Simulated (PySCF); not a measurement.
# Static response to an electric field

Species: C7H12F (charge +1).
Geometry (GFN2-xTB, Å), atoms numbered from 1 in this order:
```xyz
20
C7H12F angstrom
C     -0.7794    1.9027   -0.2234
C     -0.1576    0.6302    0.1530
C     -1.0323   -0.4427    0.6655
C     -1.9469   -0.9740   -0.4648
F     -1.1665   -1.5261   -1.4371
C      1.2189    0.4658   -0.0495
C      2.0869   -0.4398    0.8750
C      1.8058   -0.9241   -0.4629
H     -0.8184    1.9687   -1.3167
H     -1.7893    2.0136    0.1619
H     -0.1667    2.7510    0.0852
H     -1.6948   -0.0435    1.4367
H     -0.4749   -1.2868    1.0703
H     -2.5959   -1.7633   -0.0765
H     -2.5398   -0.1830   -0.9309
H      1.7411    1.3216   -0.4603
H      1.5932   -0.8800    1.7285
H      3.0527   -0.0107    1.0986
H      2.5593   -0.8451   -1.2327
H      1.0994   -1.7239   -0.6228
```

Level: PBE0/def2-SVPD (PySCF), static field, nuclei fixed, core orbitals frozen in the response. The polarisability tensor in these axes (au):

```
x   96.62 -6.77  2.59
y   -6.77 78.36 -0.96
z    2.59 -0.96 65.12
```

What are the eigenvalues, a third of the trace, and Δα (Δα² = ½Σ(αi − αj)² over the three pairs)?

Principal values 64.89, 76.13 and 99.08 au; mean 80.03 au = 11.86 Å³ = 13.20 × 10⁻⁴⁰ C²·m²/J; Δα = 30.18 au (38 % of the mean).

What depolarisation ratio follows for Rayleigh scattering of linearly polarised light, taking the static tensor?

ρ = 3Δα²/(45ᾱ² + 4Δα²) = 2733.0/(288252 + 3644.0) = 0.00936.

Traceless (Buckingham) quadrupole moment about the centre of nuclear charge: eigenvalues?

-12.84, -0.25, 13.09 D·Å. The values depend on the origin, since the species is charged. The electronic extent ⟨r²⟩ about the same centre is 1033 bohr², a root-mean-square distance of 2.16 Å for the 62 electrons.

Directions of the eigenvectors, and the extent of the frame along each?

Largest value along (0.95, -0.31, 0.08), where the nuclei span 5.40 Å; middle along (0.31, 0.95, -0.01), 5.05 Å; least along (-0.07, 0.03, 1.00), 3.02 Å. The response follows the extents in order.

Form Σ f/ω² (atomic units) for the 6 lowest TDDFT singlets, given as eV and f, and set it beside the mean polarisability, which is this sum over all singlets: 4.93, 0.0045; 5.17, 0.0838; 5.29, 0.0779; 5.95, 0.2242; 6.14, 0.0192; 6.18, 0.0629.

They add up to 10.81 au, 13.5 % of the 80.03 au; the largest single term is 4.70 au, from the state at 5.95 eV. Terms in order: 0.14, 2.32, 2.06, 4.70, 0.38, 1.22 au. Higher excitations give the rest. The strengths listed sum to 0.473.

The structure is a single GFN2-xTB conformer in the gas phase; no vibrational or solvent corrections.
